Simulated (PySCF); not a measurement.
# Computed records: CH5BGeO, CH5BClGe, C2H7Ge, C2H7GeO and others

All values are calculated (PySCF 2.14.0). Calculation on a computer-drawn molecule: optimised geometry and harmonic frequencies of an isolated molecule of the commonest isotopes, restricted reference for singlets and unrestricted otherwise, frozen core in MP2; on germanium a core potential holds 10 electrons, which the energies leave out, and 3d is frozen in MP2 and coupled-cluster steps.

Common to all runs: method HF; basis and core potential on germanium cc-pVDZ-PP ECP10MDF.

(1) CH5BGeO

Start structure:
```xyz
9
CH5BGeO
C     -1.3244     0.9052     1.2369
B     -0.7776     1.6072    -0.0537
O     -0.6594     2.8747     0.0012
Ge    -0.2393     0.3244    -1.7026
H     -0.6852     0.1003     1.6025
H     -2.3266     0.4843     1.0354
H     -1.4611     1.5526     2.0837
H     -0.2122     3.4998    -0.6934
H      1.2731     0.4003    -1.2912
```

* charge: 0
* multiplicity: 1
* basis: cc-pVDZ
* rotational constants: 8.406, 2.367, 1.903 GHz
* total energy: -433.7231 hartree
* convergence status largest gradient component: 4.414e-05 hartree/bohr

Drawn bonds:
```csv
atom,other atom,order
1,2,1
2,3,1
2,4,1
1,5,1
1,6,1
1,7,1
3,8,1
4,9,1
```

Optimised structure:
```xyz
9
CH5BGeO
C     -1.3027     0.8818     1.2358
B     -0.7403     1.6215    -0.0494
O     -0.7823     2.9803    -0.0220
Ge    -0.0861     0.3958    -1.6847
H     -0.9262    -0.1363     1.3735
H     -2.3937     0.8082     1.1362
H     -1.0984     1.4562     2.1441
H     -0.4754     3.4141    -0.8016
H      1.3925     0.3272    -1.1131
```

Modes:
```csv
frequency (cm⁻¹),reduced mass (dalton)
66.05,1.052
150.1,3.577
210.5,1.043
274,6.165
338.7,2.087
484.4,3.083
565.3,1.085
673.8,1.21
877.5,1.903
927.6,1.684
994.3,1.623
1225,1.518
1345,5.915
1440,1.42
1547,1.053
1562,1.059
1987,1.021
3148,1.04
3213,1.095
3240,1.102
4182,1.067
```

(2) CH5BClGe

Start structure:
```xyz
9
CH5BClGe
C     -0.9605    -2.0138    -0.4235
B     -1.5201    -0.9585     0.5486
Ge    -1.3139     0.9350     0.9663
Cl    -0.5095     1.1749     2.8813
H      0.1256    -2.1083    -0.2567
H     -1.3860    -3.0602    -0.3791
H     -1.0918    -1.7252    -1.4549
H     -2.6076     1.7045     0.8654
H     -0.4400     1.8180     0.0847
```

- charge: 0
- multiplicity: 2
- basis: cc-pV(D+d)Z
- rotational constants: 4.566, 2.259, 1.555 GHz
- total energy: -818.3286 hartree
- spin squared: 0.7576
- convergence status largest gradient component: 1.672e-05 hartree/bohr

Drawn bonds:
```csv
atom,other atom,order
1,2,1
2,3,1
3,4,1
1,5,1
1,6,1
1,7,1
3,8,1
3,9,1
```

Optimised structure:
```xyz
9
CH5BClGe
C     -0.9174    -2.0322    -0.3515
B     -1.5840    -0.6277    -0.4049
Ge    -1.3972     1.0768     0.7433
Cl     0.1555     0.8447     2.2922
H     -1.4443    -2.5795     0.4452
H     -1.0175    -2.6138    -1.2698
H      0.1341    -1.9887    -0.0511
H     -2.6770     1.4028     1.5092
H     -0.9559     2.2839    -0.0805
```

Modes:
```csv
frequency (cm⁻¹),reduced mass (dalton)
68.98,1.356
83.53,3.653
128.7,1.952
279.8,4.297
396.4,37.56
442.4,1.251
493.7,5.24
675.6,1.156
736.2,1.141
821.5,1.049
932.4,1.093
957.8,1.292
1117,3.691
1426,1.343
1516,1.048
1552,1.068
2243,1.025
2251,1.016
3133,1.046
3209,1.085
3256,1.102
```

(3) C2H7Ge

Start structure:
```xyz
10
C2H7Ge
C     -0.0020    -2.2568     0.4878
C     -0.5071    -0.9456    -0.2491
Ge     1.1551     0.0481    -0.9104
H      0.5470    -2.9169    -0.1637
H      0.6750    -2.0099     1.3708
H     -0.8890    -2.7941     0.8255
H     -1.0925    -1.1731    -1.0979
H     -1.0094    -0.3289     0.4218
H      2.5455    -0.5138    -0.6925
H      1.1729     1.3615    -1.7604
```

- charge: 1
- multiplicity: 1
- basis: cc-pVDZ
- rotational constants: 26.58, 3.615, 3.312 GHz
- total energy: -372.9095 hartree
- convergence status largest gradient component: 1.413e-05 hartree/bohr

Drawn bonds:
```csv
atom,other atom,order
1,2,1
2,3,1
1,4,1
1,5,1
1,6,1
2,7,1
2,8,1
3,9,1
3,10,1
```

Optimised structure:
```xyz
10
C2H7Ge
C     -0.0196    -2.2685     0.4977
C     -0.3548    -0.9720    -0.2476
Ge     1.1571     0.0200    -0.9239
H      0.4983    -2.9819    -0.1439
H      0.5956    -2.0817     1.3783
H     -0.9471    -2.7326     0.8314
H     -0.9943    -1.1414    -1.1213
H     -0.8990    -0.2560     0.3794
H      2.5928    -0.4222    -0.7154
H      0.9665     1.3069    -1.7028
```

Modes:
```csv
frequency (cm⁻¹),reduced mass (dalton)
76.12,1.041
225.6,1.116
236.9,2.362
513.4,1.701
548,1.075
622.9,2.026
775.5,1.184
944.1,1.031
1025,1.815
1055,1.133
1135,1.767
1341,1.248
1362,1.397
1515,1.089
1537,1.197
1592,1.043
1600,1.035
2312,1.016
2334,1.026
3170,1.061
3201,1.036
3214,1.1
3287,1.106
3293,1.105
```

(4) C2H7GeO

Start structure:
```xyz
11
C2H7GeO
C     -1.3464     1.4709    -0.1460
C     -0.8448     0.0994    -0.3819
Ge    -0.6486    -0.1744    -2.4505
O     -2.3819    -0.3287    -2.7971
H     -0.7344     2.2714    -0.5675
H     -1.4814     1.6622     0.9062
H     -2.3729     1.5639    -0.6365
H      0.1040     0.0032     0.0864
H     -1.5177    -0.5984    -0.0862
H     -0.2545     1.3016    -3.0549
H     -2.6099    -0.1554    -3.7474
```

- charge: 0
- multiplicity: 2
- basis: cc-pVDZ
- rotational constants: ?
- total energy: ?
- spin squared: ?

Drawn bonds:
```csv
atom,other atom,order
1,2,1
2,3,1
3,4,1
1,5,1
1,6,1
1,7,1
2,8,1
2,9,1
3,10,1
4,11,1
```

(5) C2H5ClGe

Start structure:
```xyz
9
C2H5ClGe
C     -0.0672     2.2808    -0.1431
C      1.0242     1.2096    -0.0604
Ge     1.2508     0.3885     1.7988
Cl    -0.7270    -0.4584     1.9442
H     -0.1658     2.6772    -1.2049
H      0.1576     3.0958     0.5567
H     -1.0665     1.8591     0.1321
H      0.7782     0.4344    -0.7287
H      1.9823     1.6652    -0.3915
```

- charge: 0
- multiplicity: 1
- basis: cc-pV(D+d)Z
- total energy: ?
- rotational constants: ?

Drawn bonds:
```csv
atom,other atom,order
1,2,1
2,3,1
3,4,1
1,5,1
1,6,1
1,7,1
2,8,1
2,9,1
```

To be estimated
1. Estimate the rotational constants of C2H7GeO (entry 4).
2. Give the missing total energy for C2H7GeO (entry 4).
3. C2H7GeO (entry 4): spin squared?
4. Give the table of modes values for C2H7GeO (entry 4).
5. Estimate the total energy of C2H5ClGe (entry 5).
6. C2H5ClGe (entry 5): rotational constants?

## Answers
1. 7.839, 3.178, 2.521 GHz
2. -448.0466 hartree
3. 0.7547
4. 
Modes:
```csv
frequency (cm⁻¹),reduced mass (dalton)
67.88,2.471
163.1,2.563
225.5,1.154
245.9,1.272
290.4,2.224
563.3,2.433
637.5,1.313
715,4.604
725.4,1.321
791.6,1.155
925.3,1.123
1029,1.615
1056,1.172
1110,1.891
1354,1.345
1358,1.332
1515,1.204
1557,1.099
1597,1.039
1600,1.044
2104,1.021
3170,1.039
3188,1.059
3229,1.103
3241,1.102
3268,1.103
4160,1.067
```
5. -831.5653 hartree
6. 4.273, 2.663, 1.756 GHz

Further results for C2H7GeO (entry 4):

- convergence status largest gradient component: 3.106e-05 hartree/bohr

Optimised structure:
```xyz
11
C2H7GeO
C     -1.4696     1.4951    -0.0959
C     -0.8030     0.1601    -0.4478
Ge    -0.7515    -0.1910    -2.3831
O     -2.4668    -0.0966    -2.8923
H     -0.9168     2.3399    -0.5144
H     -1.5136     1.6331     0.9880
H     -2.4881     1.5372    -0.4845
H      0.2237     0.1228    -0.0730
H     -1.3403    -0.6711     0.0154
H      0.0504     0.8855    -3.1609
H     -2.6130    -0.0992    -3.8270
```

Further results for C2H5ClGe (entry 5):

- convergence status largest gradient component: 2.452e-05 hartree/bohr

Optimised structure:
```xyz
9
C2H5ClGe
C     -0.0823     2.2910    -0.1479
C      1.0122     1.2187    -0.0536
Ge     1.2926     0.3943     1.7474
Cl    -0.7423    -0.4882     1.9834
H     -0.1419     2.6978    -1.1602
H      0.1154     3.1302     0.5257
H     -1.0596     1.8804     0.1072
H      0.7919     0.3937    -0.7423
H      1.9805     1.6342    -0.3565
```

Modes:
```csv
frequency (cm⁻¹),reduced mass (dalton)
40.4,2.475
160.9,3.826
199.4,1.408
288.2,2.005
374.9,32.48
528.8,3.654
720.9,1.24
992.9,1.08
1030,1.491
1076,2.16
1335,1.416
1357,1.318
1515,1.194
1548,1.098
1598,1.045
1604,1.039
3148,1.057
3171,1.041
3196,1.101
3233,1.102
3272,1.102
```
